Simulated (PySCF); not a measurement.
Compound: C4H6BN.
Atom-mapped SMILES: `[BH2:1][n:2]1[cH:3][cH:4][cH:5][cH:6]1` (hydrogens: H7, H8 on B1; H9 on C3; H10 on C4; H11 on C5; H12 on C6)

Computed with PySCF 2.14.0, PBE0-D3(BJ)/def2-SVP geometry optimisation, gas phase.

Give the optimised bond lengths and angles.

```json
{"bond": "B1–N2", "length (Å)": "1.419"}
{"bond": "N2–C3, N2–C6", "length (Å)": "1.393"}
{"bond": "C3–C4, C5–C6", "length (Å)": "1.363"}
{"bond": "C4–C5", "length (Å)": "1.438"}
{"bond": "B1–H7, B1–H8", "length (Å)": "1.205"}
{"bond": "C3–H9, C6–H12", "length (Å)": "1.087"}
{"bond": "C4–H10, C5–H11", "length (Å)": "1.088"}
```

Bonds in one row agree within 0.01 Å and their mean is given. A selection of angles:
```json
{"angle": "N2–B1–H7", "degrees": "118.5"}
{"angle": "H7–B1–H8", "degrees": "123.1"}
{"angle": "B1–N2–C3", "degrees": "126.3"}
{"angle": "C3–N2–C6", "degrees": "107.5"}
{"angle": "N2–C3–C4", "degrees": "109.0"}
{"angle": "N2–C3–H9", "degrees": "120.0"}
{"angle": "C4–C3–H9", "degrees": "131.0"}
{"angle": "C3–C4–C5", "degrees": "107.2"}
{"angle": "C3–C4–H10", "degrees": "126.1"}
{"angle": "C5–C4–H10", "degrees": "126.7"}
```

N2 (pyrrole-type nitrogen) is planar (angles 126.3°, 126.2° and 107.5°, sum 360.0°, 0.00 Å off the plane of its three neighbours). B1 (three-coordinate boron) is planar (angles 123.1°, 118.5° and 118.4°, sum 360.0°, 0.00 Å off the plane of its three neighbours). The 6 heavy atoms lie in one plane (0.001 Å rms). The 3 C–C bonds span 1.363 Å (C5–C6, aromatic) to 1.438 Å (C4–C5, aromatic), a spread of 0.075 Å. The 5-membered ring N2–C3–C4–C5–C6 has internal angles of 107.2° to 109.0° (sum 540°, against 540° for a flat polygon); it is planar, 0.00 Å rms from its mean plane, widest ring torsion 0°.

Point group: C2v (tolerance 0.08 Å). No PBE0-D3(BJ)/def2-SVP frequencies stand behind this structure, so it isn't proved a minimum.
